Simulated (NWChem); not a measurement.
System: C₄H₃Br; SMILES C#C/C=C\Br

Input file for NWChem:

```
start job
memory heap 200 mb stack 900 mb global 1100 mb
geometry units angstroms noautosym nocenter noautoz
  C      1.152336    -2.670386     0.000000
  C      0.124417    -2.024649     0.000000
  C     -1.097881    -1.306737     0.000000
  C     -1.237948     0.028565     0.000000
  Br     0.181717     1.238405     0.000000
  H      2.068661    -3.231811     0.000000
  H     -2.022298    -1.896463     0.000000
  H     -2.220805     0.502768     0.000000
end
basis spherical
  C library def2-svp
  Br library def2-svp
  H library def2-svp
end
dft
  xc pbe0
  iterations 150
end
cosmo
  do_cosmo_smd true
  solvent dmso
end
task dft energy
```

All runs use the structure optimised with PBE0/def2-SVP. Solvent: dimethyl sulfoxide.

Level: PBE0/def2-SVP with SMD (1 M gas to 1 M solution), gas-phase geometry.

Q: What results follow from this input? (PBE0/def2-SVP, SMD on the gas-phase geometry.) Quantities: solvation free energy (kcal/mol); cavity-dispersion-structure term (kcal/mol); dipole in solution (D).

A: 
```
Quantity                                     Value
-------------------------------------------  -----
solvation free energy (kcal/mol)              -3.6
cavity-dispersion-structure term (kcal/mol)    1.1
dipole in solution (D)                        1.42
```
